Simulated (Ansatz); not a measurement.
**C5H10FP: where a starting geometry ends**

The starting geometry of this gas-phase singlet was optimised with GFN2-xTB; its bonds are those of `[H]/P=C(\F)C(C)(C)C`.

```json
{"atom": "C", "x (Å)": "-1.0762", "y (Å)": "-0.7705", "z (Å)": "-0.0608"}
{"atom": "C", "x (Å)": "0.1405", "y (Å)": "0.1405", "z (Å)": "-0.2700"}
{"atom": "C", "x (Å)": "-0.3303", "y (Å)": "1.5980", "z (Å)": "-0.3610"}
{"atom": "C", "x (Å)": "0.8708", "y (Å)": "-0.2524", "z (Å)": "-1.5550"}
{"atom": "C", "x (Å)": "1.0523", "y (Å)": "0.0034", "z (Å)": "0.9229"}
{"atom": "F", "x (Å)": "2.3071", "y (Å)": "-0.4215", "z (Å)": "0.6480"}
{"atom": "P", "x (Å)": "0.6252", "y (Å)": "0.3351", "z (Å)": "2.5146"}
{"atom": "H", "x (Å)": "-1.5970", "y (Å)": "-0.4949", "z (Å)": "0.8551"}
{"atom": "H", "x (Å)": "-0.7667", "y (Å)": "-1.8107", "z (Å)": "0.0162"}
{"atom": "H", "x (Å)": "-1.7641", "y (Å)": "-0.6737", "z (Å)": "-0.8977"}
{"atom": "H", "x (Å)": "0.5167", "y (Å)": "2.2653", "z (Å)": "-0.5056"}
{"atom": "H", "x (Å)": "-0.8435", "y (Å)": "1.8838", "z (Å)": "0.5558"}
{"atom": "H", "x (Å)": "-1.0144", "y (Å)": "1.7187", "z (Å)": "-1.1976"}
{"atom": "H", "x (Å)": "0.2027", "y (Å)": "-0.1476", "z (Å)": "-2.4062"}
{"atom": "H", "x (Å)": "1.7381", "y (Å)": "0.3844", "z (Å)": "-1.7155"}
{"atom": "H", "x (Å)": "1.2090", "y (Å)": "-1.2851", "z (Å)": "-1.5057"}
{"atom": "H", "x (Å)": "1.8803", "y (Å)": "0.0105", "z (Å)": "3.0361"}
```

Q: Where would you expect an optimisation with r2SCAN-D4/def2-SVP to take it?

A: It keeps its bonds, and is `[H]/P=C(\F)C(C)(C)C`.

The energy falls by 0.23 eV over 18 steps:

```tsv
step	E − E(last) (eV)
1	0.231
3	0.161
5	0.161
7	0.160
9	0.150
10	0.141
12	0.062
14	0.008
16	0.000
18	0.000
```

Final geometry (Å):

```yaml
atoms:
  - { symbol: C, position_ang: [-1.1470, -0.6819, -0.0005] }
  - { symbol: C, position_ang: [0.1070, 0.1625, -0.2387] }
  - { symbol: C, position_ang: [-0.2880, 1.6345, -0.4774] }
  - { symbol: C, position_ang: [0.8754, -0.3717, -1.4652] }
  - { symbol: C, position_ang: [1.0330, 0.1135, 0.9510] }
  - { symbol: F, position_ang: [2.1342, 0.8577, 0.7359] }
  - { symbol: P, position_ang: [0.7975, -0.7374, 2.4016] }
  - { symbol: H, position_ang: [-1.7176, -0.3208, 0.8696] }
  - { symbol: H, position_ang: [-0.8948, -1.7404, 0.1703] }
  - { symbol: H, position_ang: [-1.8016, -0.6257, -0.8847] }
  - { symbol: H, position_ang: [0.6008, 2.2616, -0.6401] }
  - { symbol: H, position_ang: [-0.8434, 2.0357, 0.3850] }
  - { symbol: H, position_ang: [-0.9318, 1.7070, -1.3684] }
  - { symbol: H, position_ang: [0.2370, -0.3080, -2.3608] }
  - { symbol: H, position_ang: [1.7875, 0.2154, -1.6472] }
  - { symbol: H, position_ang: [1.1631, -1.4247, -1.3187] }
  - { symbol: H, position_ang: [2.0392, -0.2938, 2.9619] }
```

The end wasn't checked by frequencies. Run with Ansatz 0.2.0, 88 s on 2 threads of Intel(R) Xeon(R) Processor @ 2.70GHz, on a shared host.
